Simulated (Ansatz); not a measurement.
System: sum formula Si4H9Cl (charge 0, singlet). 
Geometry from a B3LYP-D3(BJ)/def2-TZVP (Ansatz, an electronic-structure program) optimisation:
SMILES: [SiH3][SiH2][SiH2][SiH2]Cl
```xyz
14

Si    -2.2998     0.6329    -1.0620
Si    -1.2449    -1.3807    -0.4903
Si     0.0847    -1.0368     1.4106
Si     1.3501     0.8995     1.0505
Cl     2.1503     0.7802    -0.8671
H     -3.1613     0.4704    -2.2578
H     -3.1390     1.0919     0.0722
H     -1.2757     1.6671    -1.3396
H     -0.3803    -1.8353    -1.6065
H     -2.2583    -2.4328    -0.2202
H     -0.7682    -0.8261     2.6093
H      0.9903    -2.1843     1.6681
H      2.4778     1.0693     1.9934
H      0.4975     2.1084     1.0974
```
Charge 0, spin multiplicity 1.

Basis-set convergence of Hartree-Fock and CCSD correlation energies (hartree) with Ansatz. Correlated levels leave the core frozen unless marked. Spin-orbit coupling is left out. Non-relativistic.

| basis | functions | E(HF) | E(corr, CCSD) |
|---|---|---|---|
| cc-pV(D+d)Z | 160 | -1620.53547 | -0.63948 |
| cc-pV(T+d)Z | 321 | -1620.59936 | -0.78717 |
| cc-pV(Q+d)Z | 590 | -1620.61605 | -0.83592 |

Extrapolating the two largest sets (X = 3 and 4) as X^-3: E(corr) = (64·(-0.83592) - 27·(-0.78717))/37 = -0.8715 Eh, an estimate of the basis-set limit. The largest set recovers 95.9 % of it, the smallest 73.4 %.
